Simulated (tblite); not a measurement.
Species: C7H14P2.
Numbering: `[CH3:1][CH2:2][P:3]([PH2:4])[C:5]1=[CH:6][CH2:7][CH2:8][CH2:9]1` (hydrogens: H10, H11, H12 on C1; H13, H14 on C2; H15, H16 on P4; H17 on C6; H18, H19 on C7; H20, H21 on C8; H22, H23 on C9)

Cartesian coordinates in Å at the GFN2-xTB level; atoms count from 1:
```
atom  x, y, z in Å
C1    -2.6021   -1.1988   -0.4054
C2    -2.1376   -0.2468    0.6875
P3    -1.2364    1.2199   -0.0438
P4    -0.5801    2.0758    1.8489
C5     0.3345    0.4173   -0.4860
C6     0.9738    0.6362   -1.6315
C7     2.2507   -0.1394   -1.7277
C8     2.4699   -0.6361   -0.2886
C9     1.0897   -0.5590    0.3821
H10   -3.1354   -2.0457    0.0234
H11   -3.2664   -0.6853   -1.0975
H12   -1.7517   -1.5755   -0.9714
H13   -1.4920   -0.7590    1.4053
H14   -2.9997    0.1483    1.2340
H15   -1.7021    2.8954    1.9417
H16    0.1589    3.0722    1.2142
H17    0.6298    1.2724   -2.4291
H18    2.1276   -0.9729   -2.4258
H19    3.0791    0.4721   -2.0877
H20    3.1634    0.0312    0.2245
H21    2.8827   -1.6431   -0.2579
H22    0.5917   -1.5324    0.3714
H23    1.1472   -0.2197    1.4195
```

All values are computed: GFN2-xTB (tblite) harmonic vibrations without scaling, gas phase. Errors from tens to a few hundred cm⁻¹ against measured bands are possible. Modes of hydrogen on phosphorus can be 10 to 20 % off. One conformer, not necessarily the lowest.

Harmonic wavenumbers (cm⁻¹): 35.6, 64.1, 92.5, 117.3, 135.0, 143.6, 162.4, 209.5, 233.0, 281.8, 317.0, 409.7, 438.7, 515.8, 631.6, 663.4, 741.9, 748.2, 774.5, 786.7, 813.3, 845.6, 906.5, 972.4, 986.2, 1008.4, 1011.1, 1037.4, 1073.3, 1080.4, 1102.9, 1111.2, 1121.5, 1187.3, 1194.3, 1218.3, 1221.8, 1249.2, 1284.4, 1290.6, 1318.2, 1410.0, 1447.6, 1465.1, 1471.6, 1494.1, 1494.9, 1500.8, 1664.2, 2256.6, 2320.3, 2935.4, 2935.8, 2938.3, 2950.2, 2959.0, 2983.1, 2992.7, 3010.8, 3015.2, 3020.6, 3032.3, 3113.3.

A = 1486, B = 848.2, C = 669.8 MHz; mass 160.057 u (most abundant isotopes); point group C1, symmetry number 1.

Task: Zero-point energy?

Result: ½Σν̃ = 41474 cm⁻¹ = 496.14 kJ/mol.

Task: Entropy at 200 K, 1 bar (ideal gas, RRHO, classical rotation)?

Result: Translation 163.86, rotation 121.89, vibration 105.44: S = 391.2 J/(mol K).

Task: And Cp and H(200 K) − H(0)?

Result: Cp = 137.46 J/(mol K), of which vibrations give 104.20 (their classical limit is 63 R = 523.8); H(200 K) − H(0) = 17.87 kJ/mol without the zero-point energy, 11.22 from vibrations.

Task: Blend soft modes into free rotors: weight 1/[1 + (100 cm⁻¹/ν̃)⁴] for the oscillator and the rest for a rotor with moment μB/(μ + B), μ = h/(8π²ν), B = 10⁻⁴⁴ kg m². What vibrational entropy results?

Result: 97.72 J/(mol K) in place of 105.44, which changes −T·S at 200 K by +1.54 kJ/mol.

Task: What must be added to the electronic energy to get the Gibbs energy at 200 K and 1 bar?

Result: ZPE + [H(200 K) − H(0)] − T·S = 496.14 + 17.87 − 78.24 = 435.77 kJ/mol.

Task: How do the functions run with temperature in this model?

Result: 
```json
{"T (K)": "50", "S (J/(mol K))": "258.2", "Cp (J/(mol K))": "63.6", "H − H(0) (kJ/mol)": "2.27", "G − H(0) (kJ/mol)": "-10.64", "ln q(vib)": "0.77"}
{"T (K)": "100", "S (J/(mol K))": "312.5", "Cp (J/(mol K))": "94.1", "H − H(0) (kJ/mol)": "6.27", "G − H(0) (kJ/mol)": "-24.97", "ln q(vib)": "2.44"}
{"T (K)": "298.15", "S (J/(mol K))": "454.8", "Cp (J/(mol K))": "185.3", "H − H(0) (kJ/mol)": "33.66", "G − H(0) (kJ/mol)": "-101.93", "ln q(vib)": "9.15"}
{"T (K)": "373.15", "S (J/(mol K))": "500.5", "Cp (J/(mol K))": "223.4", "H − H(0) (kJ/mol)": "49.00", "G − H(0) (kJ/mol)": "-137.76", "ln q(vib)": "11.54"}
{"T (K)": "500", "S (J/(mol K))": "574.1", "Cp (J/(mol K))": "280.5", "H − H(0) (kJ/mol)": "81.07", "G − H(0) (kJ/mol)": "-205.97", "ln q(vib)": "15.51"}
{"T (K)": "750", "S (J/(mol K))": "704.4", "Cp (J/(mol K))": "361.6", "H − H(0) (kJ/mol)": "162.09", "G − H(0) (kJ/mol)": "-366.19", "ln q(vib)": "23.07"}
{"T (K)": "1000", "S (J/(mol K))": "816.2", "Cp (J/(mol K))": "414.9", "H − H(0) (kJ/mol)": "259.60", "G − H(0) (kJ/mol)": "-556.61", "ln q(vib)": "30.14"}
```

q(vib) and H(0) count from the zero-point level.

Hindered rotation and anharmonicity are outside this model. Other conformers, if any are populated, would add a mixing term that is left out. The structure is chiral; the term R ln 2 for an equal mix with its mirror image is left out.
